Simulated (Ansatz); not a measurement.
**Worked example: C3H6Sn + C4H7F → C2H3FSn + C5H10**

Species: C3H6Sn `C#[C][SnH2][CH3]`, singlet; C4H7F `C/C=C(/C)F`, singlet; C2H3FSn `C#[C][SnH2][F]`, singlet; C5H10 (2-methyl-2-butene) `CC=C(C)C`, singlet. The partners trade CH3 for F: Sn–CH3 and C–F bonds give way to Sn–F and C–CH3.

Shapes, held fixed at every level: PBE0-D4/def2-TZVP. Programs: Ansatz 0.2.0. The zero-point and thermal change to 298 K, harmonic and unscaled (PBE0-D4/def2-TZVP), is +2.9 kJ/mol.

At CCSD(T)/def2-TZVPP; 1 Eh = 2625.50 kJ/mol:

| species | energy (Eh) |
| --- | --- |
| C3H6Sn | -331.289210 |
| C4H7F | -256.069379 |
| C2H3FSn | -391.220129 |
| C5H10 | -196.170972 |

Question: Work out ΔH(298 K) of the reaction at this level.

Answer: 
1. Products less reactants: (-391.220129) + (-196.170972) − [(-331.289210) + (-256.069379)] = -0.032512 Eh = -85.4 kJ/mol.
2. With the thermal change: -85.4 + (+2.9) = -82.5 kJ/mol.

Other levels give -88.4 (MP2/def2-TZVPP) to -71.3 kJ/mol (SPW92/def2-TZVPP). No measured value is set beside it here. For atoms past krypton def2 sets carry core potentials with scalar relativity. Correlated rows may include outer-core shells of Sn, which these sets cover unevenly.
